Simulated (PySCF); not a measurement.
CrSCl4, singlet: molecular constants

Method: PBE0 in PySCF with Cr def2-SVP, S def2-SVP, Cl def2-SVP; no relativity; density-fitted integrals.

The structure is a minimum.

```json
{"Point group": "C4v", "Bond lengths": "Cr–Cl 2.186 Å (×4), Cr–S 1.918 Å", "Bond angles": "Cl–Cr–Cl 86.5° (×4), Cl–Cr–Cl 151.3° (×2), Cl–Cr–S 104.4° (×4)", "Dipole moment": "2.51 D", "Principal quadrupole moments (Buckingham, traceless) about the centre of mass": "-3.70, -3.70, 7.40 D Å", "Lowest empty level": "-5.95 eV", "Principal polarisabilities": "86.3, 108.0, 108.0 bohr³", "Enthalpy at 298.15 K above 0 K": "25.25 kJ/mol", "Highest occupied level": "-8.13 eV", "Entropy at 298.15 K and 1 bar": "387.2 J/(mol K)", "Rotational symmetry number": "4", "Zero-point energy": "19.8 kJ/mol", "Rotational constants": "0.03576, 0.03576, 0.02688 cm⁻¹", "Heat capacity Cp at 298.15 K": "117.7 J/(mol K)", "Atomisation energy without zero-point energy": "1136 kJ/mol"}
```

Harmonic modes (masses in u: Cr 51.941, S 31.972, Cl 34.969):
```csv
symmetry,ω (cm⁻¹),"IR (km/mol, summed over degenerate members)",μ (u)
b1,69,0.0,34.97
e,143,40.8,35.17
e,193,12.8,36.87
a1,208,1.6,37.14
b1,247,0.0,34.97
b2,254,0.0,34.97
a1,382,3.7,35.36
e,400,299,40.58
a1,670,38.5,38.90
```

In C4v the vibrations span 2b1 + 3e + 3a1 + b2. The b1, b2 modes carry no infrared intensity, as symmetry demands.

Charges (e):
```
     atom  Mulliken  Löwdin  polar tensor  Mayer order to Cr1
      Cr1     -0.11   -0.93          1.93                   –
       S2      0.24    0.51         -0.16                2.45
Cl3,4,5,6     -0.03    0.11         -0.44                1.20
```

Mulliken populations on Cr1: s 6.38, p 12.98, d 4.75, f 0.01.

Outer orbital energies (eV). occupied: -10.95, -10.43, -9.05, -9.05, -8.97, -8.71, -8.71, -8.13; empty: -5.95, -5.34, -5.34, -4.15.

Formally Cr is in oxidation state +6, d0. The polar-tensor charge on Cr, 1.93, is far below the formal one.

Other isomers or separated fragments may lie lower.

The final relaxation and frequency run took about 3 core-minutes on a shared host.
